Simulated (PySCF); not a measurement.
P(2+): excitation energy

P(2+) [Ne] 3s2 3p1 (2P) → P(2+) [Ne] 3s2 4s1 (2S), as a difference of total energies. Computed with PySCF 2.14 in dyall-acv3z (19s12p6d4f, 113 functions), with no relativity, point nucleus. Correlated levels: valence: [Ne] frozen; virtual orbitals above 40 to 60 times the deepest correlated orbital energy dropped. The calculations carry no spin-orbit coupling.

| method | excitation energy (eV) |
| --- | --- |
| UHF | 14.494 |
| MP2 (valence) | 14.466 |
| SCS-MP2 (valence) | 14.495 |
| CCSD (valence) | 14.594 |
| CCSD(T) (valence) | 14.566 |

**Question.** How much does correlation contribute at CCSD(T) (valence)?

**Answer.** 14.566 − (14.494) = 0.072 eV, measured against UHF.

A first-order spin-orbit estimate (lowest level to lowest level, LS coupling) adds 0.041 eV.

The promoted electron is Rydberg-like, and one or two diffuse shells describe it only roughly, which tends to raise the upper state.
